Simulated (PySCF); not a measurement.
## How methods differ on the ionisation energy of Bi⁶²⁺

Bi⁶²⁺ [Ar] 3d3 (4F) → Bi⁶³⁺ [Ar] 3d2 (3F), as a difference of total energies. Calculation: PySCF 2.14, in an uncontracted even-tempered set (17 s from 17 bohr⁻², ratio 2.5; 13 p from 23 bohr⁻², ratio 2.5; 7 d from 23 bohr⁻², ratio 2.5; 4 f from 82 bohr⁻², ratio 2.7; 3 g from 120 bohr⁻², ratio 2.7); the spin-free X2C one-electron Hamiltonian (Gaussian nucleus). Correlated levels: outer shells: [Ne] frozen; virtual orbitals above 40 to 60 times the deepest correlated orbital energy dropped. The calculations carry no spin-orbit coupling.

| method | ionisation energy (eV) |
| --- | --- |
| UHF | 6747.5 |
| LDA | 6745.3 |
| PBE | 6745.7 |
| PBE0 | 6746.6 |
| r2SCAN | 6748.6 |
| BHandHLYP | 6747.5 |
| SCS-MP2 (outer shells) | 6747.1 |

Q: Estimate what MP2 (outer shells) gives.

A: 6747.5 eV, closest to UHF among the rows shown.

Q: Estimate what TPSSh gives.

A: 6744.1 eV, closest to LDA among the rows shown.

Spin-orbit coupling is strong in these open shells (close to jj coupling). The scalar numbers leave it out and a first-order estimate fails, so it can dominate the gap to the real levels.

Breit and QED terms and the two-electron picture change are absent.

For comparison: 6804 ± 15 eV (theoretical estimate listed by NIST; NIST Atomic Spectra Database, ionization energies).
